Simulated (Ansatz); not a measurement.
Harmonic frequencies (cm⁻¹) at PBE0-D4/def2-TZVP from Ansatz: 27, 60, 76, 250, 315, 375, 381, 497, 644, 687, 690, 726, 739, 751, 840, 881, 904, 928, 1931, 1932, 1936, 2204, 2208, 2627.

Each molecule was computed in one conformer, which needn't be the lowest.

Question: Which molecule is it?
A. `BC=NB`
B. `F[BH][SnH2][SiH3]`
C. `F[SiH2][BH][SnH3]`
D. `O[SiH2][BH][GeH3]`

Answer: C.
